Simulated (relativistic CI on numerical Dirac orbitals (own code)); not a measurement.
# Radial parameters of Rh

Method of calculation: Dirac-Coulomb-Breit CI, orbitals from a KLI potential per configuration, QED by a radiative potential, valence Slater integrals scaled by 0.85, P86 correlation energy added to each configuration (own radial code, finite nucleus).

Slater integrals F^k, G^k are unscaled and averaged over j, outside the closed core [Kr]; ζ comes from projecting the Hamiltonian with its Breit term on Σ l·s of the shell.

- 4d8.5s: F^2(4d,4d) = 61824, F^4(4d,4d) = 39847, ζ(4d) = 1097.4, G^2(4d,5s) = 13377 cm⁻¹; <r>(4d) = 1.584, <r^2>(4d) = 3.131, <r>(5s) = 3.346, <r^2>(5s) = 13.08 (bohr units).
- 4d9: ζ(4d) = 991.5 cm⁻¹; <r>(4d) = 1.667, <r^2>(4d) = 3.517 (bohr units).
- 4d8.5p: F^2(4d,4d) = 63137, F^4(4d,4d) = 40790, ζ(4d) = 1120.4, F^2(4d,5p) = 10493, G^1(4d,5p) = 4707.1, G^3(4d,5p) = 3470.8, ζ(5p) = 330.4 cm⁻¹; <r>(4d) = 1.556, <r^2>(4d) = 2.987, <r>(5p) = 5.285, <r^2>(5p) = 33.25 (bohr units).

(1) Give the Racah parameters of the d shell in 4d8.5s.

In this model ζ of a weakly bound d, f or g electron outside closed shells comes out too small, for d by up to a factor of two or three and at times with the wrong sign; that of an outer p electron is too small as well.

Correlation outside the listed configurations is missing or only estimated: errors of thousands of cm⁻¹ between configurations and terms are usual at this charge. Rates and lifetimes follow the computed energies and can be off by large factors. The fine structure of a lone outer electron comes out too small, for d and f at times inverted, and misplaced configurations move strength between like terms. 14 of the 21 excited levels that our extract of the measured tables holds in this range could be paired (the sources list more); they are missed by 2442 cm⁻¹ on average and 4218 at most, and levels without a partner can miss by more. Some levels of the ground configuration have no partner and can miss by 10 % or more.

Averages of the first 10 configurations, taken without configuration mixing, which lowers the lowest level and can move excited configurations by several eV; other configurations of the list can lie among them:

```csv
Configuration,Parity,States,Average energy above the lowest level (eV)
4d8.5s,even,90,1.3
4d9,even,10,1.1
4d8.5p,odd,270,4.3
4d7.5s2,even,120,3.9
4d8.5d,even,450,6.2
4d8.6s,even,90,5.6
4d8.7s,even,90,6.7
4d8.6p,odd,270,6.3
4d8.4f,odd,630,7.1
4d8.7p,odd,270,7.0
```

## Answers

(1) B = F²/49 − 5F⁴/441 = 810 cm⁻¹ and C = 35F⁴/441 = 3162 cm⁻¹; values fitted to spectra at such low charge are typically 15 to 30 % smaller.
